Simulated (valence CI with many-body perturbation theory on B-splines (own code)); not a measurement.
**Ir26+: one-electron terms**

Computed by configuration interaction combined with many-body perturbation theory (CI+MBPT): five valence electrons over a frozen Dirac-Fock core [Kr] 4d10, radial functions for each j: 7 s, 7 p, 7 d, 7 f, 4 g, 2 h, with the one-electron correlation potential Σ1, the two-electron term Σ2, the three-electron term Σ3, Breit, model QED; selected CI, second order for the rest, scaled by the run's own slope (own B-spline code, finite nucleus).

The last digits are not significant, and no measured levels were compared; by estimate large intervals hold to a few tenths of a per cent, small ones and those within an open d or f shell to about a per cent. Among the levels kept, up to 980 cm⁻¹ of a level comes from second order outside the variational space, and about a tenth of that is noise between levels of different J, which matters for small intervals. Only levels of the ground parity were solved; by the run's estimate the other parity begins above the list, which can be wrong where configurations are misplaced.

These are the spectroscopic orbitals of the CI (the correlating ones are not listed), shaped by the core and the other valence electrons. h is the expectation value of the core's Dirac-Fock operator, without the valence repulsion; Σ1 is computed up to l = 3 at one energy for each symmetry, that of its lowest orbital but kept below the first core excitation, so for empty shells it is not the orbital's own correlation shift; Breit and QED include the response of the core.

| Orbital | h (hartree) | Σ1 (cm⁻¹) | Breit (cm⁻¹) | QED (cm⁻¹) | ⟨r⟩ (bohr) |
| --- | --- | --- | --- | --- | --- |
| 5s1/2 | -32.204 | -20211 | 3719 | 3051 | 0.7761 |
| 6s1/2 | -20.06 | -6457 | 1750 | 1437 | 1.254 |
| 7s1/2 | -13.76 | -3141 | 985 | 820 | 1.834 |
| 5p1/2 | -30.375 | -18159 | 5524 | 92.5 | 0.8008 |
| 6p1/2 | -19.151 | -6360 | 2808 | 48.3 | 1.286 |
| 7p1/2 | -13.226 | -3144 | 1593 | 28.1 | 1.883 |
| 5p3/2 | -29.047 | -15228 | 3046 | 331 | 0.8408 |
| 6p3/2 | -18.492 | -5703 | 1587 | 173 | 1.333 |
| 7p3/2 | -12.848 | -2891 | 1007 | 101 | 1.940 |
| 5d3/2 | -26.143 | -13318 | 1967 | -172 | 0.8803 |
| 6d3/2 | -16.983 | -5480 | 1088 | -92.0 | 1.400 |
| 7d3/2 | -11.962 | -2900 | 650 | -54.3 | 2.034 |
| 5d5/2 | -25.87 | -12699 | 1193 | -63.7 | 0.8910 |
| 6d5/2 | -16.843 | -5276 | 657 | -33.6 | 1.412 |
| 7d5/2 | -11.88 | -2803 | 400 | -19.7 | 2.049 |
| 4f5/2 | -38.879 | -30110 | 619 | -570 | 0.4286 |
| 5f5/2 | -22.474 | -11817 | 385 | -151 | 0.9299 |
| 4f7/2 | -38.694 | -29390 | -948 | -432 | 0.4321 |
| 5f7/2 | -22.407 | -11667 | -87.7 | -109 | 0.9333 |
| 5g7/2 | -19.626 |  | -107 | -32.7 | 0.9469 |
| 5g9/2 | -19.617 |  | -219 | -22.6 | 0.9476 |

Among the shells of the start configuration 4f5, Σ1 is largest in size for 4f5/2, where it is 0.35 % of h.

Lowest root of each symmetry, sizes in configuration state functions:

```csv
J,Parity,Roots,Reference,Variational,Second order,Change by selected CI (cm⁻¹),Change by second order (cm⁻¹)
1/2,odd,10,49,26507,241237,-10260,-14
3/2,odd,21,94,25766,653229,-10293,-223
5/2,odd,27,121,25384,519307,-10108,-302
7/2,odd,30,132,24582,1548830,-9498,-437
9/2,odd,29,128,24372,1388855,-9327,-440
11/2,odd,26,111,24133,855580,-9381,-430
13/2,odd,20,84,23179,1151574,-9554,-423
15/2,odd,16,62,24167,659517,-9889,-389
17/2,odd,9,37,24099,906951,-9599,-161
19/2,odd,5,20,24337,333586,-9624,-48
21/2,odd,3,9,21205,113153,-9640,-6
23/2,odd,1,3,10694,84632,-9611,-9
```
